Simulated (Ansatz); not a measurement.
CH3Cl, charge +1, doublet, geometry from GFN2-xTB (a state made from the parent by changing its charge; the spin is typed, not shown lowest); BHLYP/def2-SVP in Ansatz (a quantum-chemistry and plane-wave program).

The Ansatz input:
Ansatz 0.2 input:
```yaml
crystal:
  periodic: [false, false, false]
  atoms:
    - {symbol: C, position_ang: [-1.08267077, -0.02114820, -0.03195800]}
    - {symbol: Cl, position_ang: [0.64065512, 0.01251415, 0.01891069]}
    - {symbol: H, position_ang: [-1.42859924, -0.67442261, -0.85033520]}
    - {symbol: H, position_ang: [-1.48611056, -0.40516877, 0.91985068]}
    - {symbol: H, position_ang: [-1.48040265, 0.99374007, -0.19924927]}
basis:
  gaussian:
    orbitals: def2-SVP
hamiltonian:
  xc: {name: BHLYP}
total_charge: 1
magnetization: {spin_polarized: true, initial_magnetization: 1}
```

The log (banner, timings and long lists left out):

```
Functional definition: BHLYP
466 factors; integrals over basis functions are off by at most 1.1e-3 eV
mean field evaluation 1: about -13588.6172 eV, gradient 2.6e1 eV
mean field evaluation 2: about -13588.8871 eV, gradient 2.4e1 eV
mean field evaluation 4: about -13591.8388 eV, gradient 5.4e-1 eV
mean field evaluation 8: about -13591.8457 eV, gradient 2.5e-2 eV
mean field evaluation 16: about -13591.8457 eV, gradient 4.2e-5 eV
mean field evaluation 32: about -13591.8457 eV, gradient 3.9e-3 eV
mean field -13591.84572147 eV, -499.4911173802 hartree, gradient 1.7e-6 eV, S^2 0.754172; 1 other end points of the search recorded, 0 dependent functions left out
reference -13591.84582976 eV, -499.4911213595 hartree; 13, 12 occupied and 34, 35 virtual orbitals, 466 factors
Total energy: -13591.84582976 eV, -499.4911213595 hartree
```
